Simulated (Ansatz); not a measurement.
Reaction (ligand exchange at the Al–C bond): `B[C](=C)[AlH][F]` + `N=C=O` → `O=C=[N][AlH][F]` + `BC=C`

Calculated with Ansatz (gas phase, PBE0-D4/def2-TZVP geometries, no zero-point term in ΔE). CBS: MP2 limit from def2 TZ/QZ plus the TZ coupled-cluster correction, frozen cores. This one scheme is used for every species. Functionals use def2-TZVPP. Each species was taken in one conformer, which may not be the lowest.

Q: Is it downhill or uphill in electronic energy at CCSD(T)/CBS, and by how much? (Best estimate.)

A: Computed: Downhill: ΔE = -34.1 kcal/mol.

Q: What do these levels give: PBE, HF/def2-SVP, CCSD/def2-SVP, SCS-MP2/def2-TZVPP, SCS-MP2/def2-QZVPP, HF/CBS(def2)? (An estimate is asked.)

A: Ansatz gave: PBE -31.9, HF/def2-SVP -40.6, CCSD/def2-SVP -36.7, SCS-MP2/def2-TZVPP -35.4, SCS-MP2/def2-QZVPP -35.3, HF/CBS(def2) -39.6 kcal/mol.

Largest T1 diagnostic among the species: 0.018.

From PBE to PBE0 (25 % exact exchange), in def2-TZVPP and without D4, ΔE moves by −1.5 kcal/mol. At CCSD(T), def2-SVP lies −1.6 kcal/mol from the extrapolated value and def2-TZVPP −0.1 kcal/mol.
